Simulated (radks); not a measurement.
Q: Ga3+, 28 electrons, occupied as [Ar] 3d(3/2: 4, 5/2: 5) 4s1 (not the ground configuration). Method: Dirac Kohn-Sham, relativistic LDA (MacDonald-Vosko exchange, VWN5 correlation), spin-unpolarised, spherical densities, finite nucleus; Fermi nuclear charge, rms radius 3.9973 fm; computed with a radial shooting solver on a logarithmic mesh with Libxc functionals. Some entries of the table are withheld. Estimate them.

orbital  occ.  eigenvalue (eV)  <r> (bohr)
1s1/2       2              (1)     0.04876
2s1/2       2        -1301.509      0.2183
2p1/2       2        -1159.551      0.1886
2p3/2       4        -1132.090      0.1922
3s1/2       2              (2)         (3)
3p1/2       2        -144.0036         (4)
3p3/2       4        -140.3052         (5)
3d3/2       4         -61.8239      0.7503
3d5/2       5         -61.3195      0.7548
4s1/2       1              (6)         (7)

A: 
(1) 1s1/2 eigenvalue (eV): -10220.50
(2) 3s1/2 eigenvalue (eV): -190.2467
(3) 3s1/2 <r> (bohr): 0.6493
(4) 3p1/2 <r> (bohr): 0.6655
(5) 3p3/2 <r> (bohr): 0.6758
(6) 4s1/2 eigenvalue (eV): -39.7971
(7) 4s1/2 <r> (bohr): 1.887
